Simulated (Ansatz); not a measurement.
A run for Ansatz (a first-principles code): R-PBE0/def2-TZVPPD on CH3Br (SMILES CBr) with ghost functions. Files ending in .json are basis or fitting sets from the Basis Set Exchange.

Ansatz 0.2 input:
```yaml
crystal:
  periodic: [false, false, false]
  atoms:
    - {symbol: C, position_ang: [-0.40019675, -1.20312296, 3.35895687]}
    - {symbol: Br, position_ang: [-0.35025680, 0.67656043, 3.91352201]}
    - {symbol: H, position_ang: [-0.30322324, -1.22604569, 2.27902456]}
    - {symbol: H, position_ang: [-1.35179098, -1.61052114, 3.68113248]}
    - {symbol: H, position_ang: [0.42935547, -1.70566992, 3.84330791]}
basis:
  gaussian:
    orbitals: def2-TZVPPD.json
    ghost_atoms:
      - {symbol: C, position_ang: [-0.04807336, 0.49295128, 0.17416327]}
      - {symbol: C, position_ang: [-0.00730491, -0.26668080, -0.75058010]}
      - {symbol: H, position_ang: [-0.08614730, 1.15266238, 1.00907191]}
      - {symbol: H, position_ang: [0.02992696, -0.93229205, -1.57819080]}
hamiltonian:
  xc: {name: PBE0}
scf: {lower_state_search: off}
```

The log:

```
WARN ansatz: RAYON_NUM_THREADS=1 ignored (pool sized by the plan → 1); use --threads N
Functional definition: PBE0
these checks for a lower state are left out or cut short: stability, starts, cluster_reference, orbital_swaps, neighbouring_geometries, increment
integrals: 0.17 GiB planned
1239 factors; their error is unknown
mean field: 1.45 GiB planned
mean field evaluation 1: about -71119.6323 eV, gradient 3.9e1 eV
mean field evaluation 2: about -71117.3804 eV, gradient 4.6e1 eV
mean field evaluation 4: about -71122.9942 eV, gradient 1.3e0 eV
mean field evaluation 8: about -71123.3054 eV, gradient 5.2e-1 eV
mean field evaluation 16: about -71123.3056 eV, gradient 3.9e-6 eV
mean field -71123.30562407 eV, -2613.7332725766 hartree, gradient 4.0e-6 eV, S^2 0.000000; 0 other end points of the search recorded, 0 dependent functions left out
reference -71123.30565973 eV, -2613.7332738871 hartree; 22, 22 occupied and 231, 231 virtual orbitals, 1239 factors
Total energy: -71123.30565973 eV, -2613.7332738871 hartree
Checks for a lower state left out: stability, starts, cluster_reference, orbital_swaps, neighbouring_geometries, increment
```

Self-consistency was reached.

Cost: very roughly 6 core-seconds.
